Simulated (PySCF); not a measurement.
C₂H₆GeO, SMILES C=[CH][GeH2][OH].

The structure is a stationary point at PBE0-D3(BJ)/def2-SVP. One conformer was computed; it need not be the lowest.

All values below come from PBE/def2-TZVP (PySCF).

Gas-phase values at a fixed geometry.

Computed frontier levels, gap, dipole moment and polarisability:
```
Quantity                                                                                                       Result
---------------------------------------------------------------------------------------------  ----------------------
highest occupied level                                                                                       -6.60 eV
lowest empty level                                                                                           -1.66 eV
orbital gap                                                                                                   4.94 eV
dipole moment                                                                                                  1.77 D
quadrupole, principal values (traceless, Buckingham form, about the centre of nuclear charge)   -7.09, 0.03, 7.05 D·Å
mean static polarisability                                                                       59.1 bohr³ (8.76 Å³)
polarisability, principal values                                                               47.3, 54.8, 75.2 bohr³
```
